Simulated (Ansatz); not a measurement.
C2H8BFSi (`CB[SiH](C)F`), relaxed with RKS PBE0-D4/def2-TZVP in Ansatz 0.2.0 from a PBE-D4/def2-SVP geometry. The force threshold is 0.005 eV/Å; the program also tests the step.

Charge 0, multiplicity 1.

Start:

```xyz
13

C     1.595   -0.127   -1.295
B     1.163   -0.695    0.099
Si   -0.785   -0.678    0.647
C    -1.471    1.081    0.719
F    -1.001   -1.368    2.135
H     2.681   -0.128   -1.508
H     1.204    0.909   -1.429
H     1.077   -0.703   -2.097
H     1.997   -1.145    0.870
H    -1.618   -1.489   -0.322
H    -2.532    1.080    1.042
H    -1.417    1.551   -0.286
H    -0.894    1.712    1.425
```

```json
{"step": "1", "energy (eV)": "-13469.7134", "largest force (eV/Å)": "0.968", "largest move (Å)": "0.000"}
{"step": "2", "energy (eV)": "-13469.7677", "largest force (eV/Å)": "0.626", "largest move (Å)": "0.031"}
{"step": "3", "energy (eV)": "-13469.7804", "largest force (eV/Å)": "0.074", "largest move (Å)": "0.018"}
{"step": "4", "energy (eV)": "-13469.7809", "largest force (eV/Å)": "0.030", "largest move (Å)": "0.009"}
{"step": "5", "energy (eV)": "-13469.7817", "largest force (eV/Å)": "0.080", "largest move (Å)": "0.047"}
{"step": "6", "energy (eV)": "-13469.7826", "largest force (eV/Å)": "0.232", "largest move (Å)": "0.145"}
{"step": "7", "energy (eV)": "-13469.7865", "largest force (eV/Å)": "0.092", "largest move (Å)": "0.039"}
{"step": "8", "energy (eV)": "-13469.7932", "largest force (eV/Å)": "0.112", "largest move (Å)": "0.200"}
{"step": "9 (rejected)", "energy (eV)": "-13469.6107", "largest force (eV/Å)": "1.254", "largest move (Å)": "0.200"}
{"step": "10", "energy (eV)": "-13469.7984", "largest force (eV/Å)": "0.131", "largest move (Å)": "0.094"}
{"step": "11", "energy (eV)": "-13469.7986", "largest force (eV/Å)": "0.153", "largest move (Å)": "0.100"}
{"step": "12", "energy (eV)": "-13469.8019", "largest force (eV/Å)": "0.086", "largest move (Å)": "0.018"}
{"step": "13", "energy (eV)": "-13469.8036", "largest force (eV/Å)": "0.063", "largest move (Å)": "0.067"}
{"step": "14 (rejected)", "energy (eV)": "-13469.8031", "largest force (eV/Å)": "0.195", "largest move (Å)": "0.115"}
{"step": "15 (rejected)", "energy (eV)": "-13469.8030", "largest force (eV/Å)": "0.154", "largest move (Å)": "0.058"}
{"step": "16", "energy (eV)": "-13469.8043", "largest force (eV/Å)": "0.006", "largest move (Å)": "0.028"}
{"step": "17", "energy (eV)": "-13469.8053", "largest force (eV/Å)": "0.082", "largest move (Å)": "0.098"}
{"step": "18", "energy (eV)": "-13469.8058", "largest force (eV/Å)": "0.045", "largest move (Å)": "0.031"}
{"step": "19", "energy (eV)": "-13469.8058", "largest force (eV/Å)": "0.076", "largest move (Å)": "0.082"}
{"step": "20", "energy (eV)": "-13469.8065", "largest force (eV/Å)": "0.016", "largest move (Å)": "0.013"}
{"step": "21", "energy (eV)": "-13469.8066", "largest force (eV/Å)": "0.010", "largest move (Å)": "0.017"}
{"step": "22", "energy (eV)": "-13469.8067", "largest force (eV/Å)": "0.006", "largest move (Å)": "0.019"}
{"step": "23", "energy (eV)": "-13469.8067", "largest force (eV/Å)": "0.004", "largest move (Å)": "0.019"}
```

End:

```xyz
13

C     1.554   -0.163   -1.345
B     1.110   -0.662    0.058
Si   -0.826   -0.625    0.611
C    -1.434    1.127    0.841
F    -1.084   -1.425    1.987
H     2.518    0.354   -1.339
H     0.827    0.418   -1.916
H     1.736   -1.091   -1.915
H     1.953   -1.102    0.791
H    -1.668   -1.300   -0.424
H    -2.487    1.133    1.132
H    -1.336    1.687   -0.093
H    -0.863    1.649    1.612
```

Run time 77 s (4 threads of an Arm Neoverse V1 on a shared host); peak host memory 0.55 GiB.
